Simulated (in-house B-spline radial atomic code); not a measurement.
Results of a calculation; reference values are marked as such.
**Al ion on Sb atom: potential, deflection and energy transfer**

The pair potential comes from two frozen, spherical free-atom densities (PBE, B-spline radial code, scalar-relativistic past argon): electrostatics plus the change in Thomas-Fermi kinetic and Dirac exchange energy where they overlap, the recipe behind the universal ZBL potential, which averages such potentials (from solid-state densities) over many pairs. It is written V = (Z1 Z2 e²/r) φ(r/a), with e² = 14.3996 eV·Å and a = 0.46850 Å/(Z1^0.23 + Z2^0.23); ZBL's fit is φ = 0.18175 e^(−3.1998x) + 0.50986 e^(−0.94229x) + 0.28022 e^(−0.4029x) + 0.02817 e^(−0.20162x). Where φ falls below 4e-4 it is continued as an exponential.

Masses 26.98 and 121.76 u.

```tsv
x = r/a	φ, this pair	φ, ZBL
0.1	0.8866	0.8928
0.5	0.6122	0.6096
1.5	0.3042	0.2995
3	0.1357	0.1292
5	0.0549	0.05224
8	0.0179	0.01705
12	0.005101	0.00474
17	0.001266	0.001212
```

Question: At x = 6.5 the electrostatic, kinetic and exchange parts are -13.02, 479.27 and -52.59 eV. Find r, V and φ.

Answer: a = 0.46850/(1.8039 + 2.4703) = 0.10961 Å, so r = 0.71248 Å. V = -13.02 + 479.27 + (-52.59) = 413.66 eV. The bare repulsion is 13 × 51 × 14.3996/0.71248 = 13399 eV, so φ = 0.0309, +6.0 % against ZBL's 0.0291. The kinetic (Pauli) term is 116 % of V here, as the other two terms together attract.

Question: The ion comes in at 10.64 keV with impact parameter 0.0548 Å. The scattering integral gives a centre-of-mass angle of 140.2° and a closest approach of 2.178 a. What are the reduced energy, the energy passed on and the laboratory angles?

Answer: ε = E a M2/(Z1 Z2 e² (M1 + M2)) = 10640 × 9.3989e-06 = 0.1. The most that one collision can pass on is γE with γ = 4 M1 M2/(M1 + M2)² = 0.5940. Here T = γE sin²(θ/2) = 0.5940 × 10640 × 0.8839 = 5586 eV. The ion turns by arctan(sin θ/(cos θ + M1/M2)) = 130.4° (second quadrant: it bounces back), and the struck atom leaves at (180° − θ)/2 = 19.9°. The closest approach is 0.239 Å. With ZBL the angle would be 139.86° and T = 5575 eV.
